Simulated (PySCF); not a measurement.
Computed IR spectrum (relative IR intensity) of a molecule C3H5Br. Coordinates come from a TPSSh-D3(BJ)/def2-SVP optimisation. One conformer was computed; it need not be the lowest. All values below come from TPSSh-D3(BJ)/def2-SVP (PySCF). Frequencies are harmonic and unscaled.

Lines under 2 % of the strongest are left out, and lines within 2 cm⁻¹ are merged.

```tsv
ν (cm⁻¹)	relative intensity
426	12
547	34
903	54
928	2.6
1173	100
1393	6.4
1459	15
1475	11
1707	54
3033	19
3114	9.6
3134	15
3149	4.0
```

Task: Which molecule gave these data?
A) C=C(C)Br
B) C/C=C\Br
C) BrC1CC1

Result: A, C=C(C)Br
